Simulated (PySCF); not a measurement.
H₈NSi₂, SMILES [SiH3][NH2+][SiH3], charge +1.

The structure is a stationary point at PBE0-D3(BJ)/def2-SVP. The isomer is the one that the SMILES or the coordinates give; other isomers of the formula were not compared.

Two levels are set side by side: PBE/def2-TZVPD (PySCF) and r2SCAN/def2-TZVPD (PySCF). Same geometry, gas phase. Differences are taken from unrounded values.

| quantity | r2SCAN | PBE | PBE minus r2SCAN |
|---|---|---|---|
| orbital gap (eV) | 7.59 | 6.80 | -0.79 |
| highest occupied level (eV) | -13.79 | -13.44 | 0.35 |
| lowest empty level (eV) | -6.20 | -6.64 | -0.43 |
| mean polarisability (bohr³) | 56.9 | 58.7 | 1.8 |

Rough cost on one machine, each run with all the roots and properties that it gave: r2SCAN against PBE about 4 times.
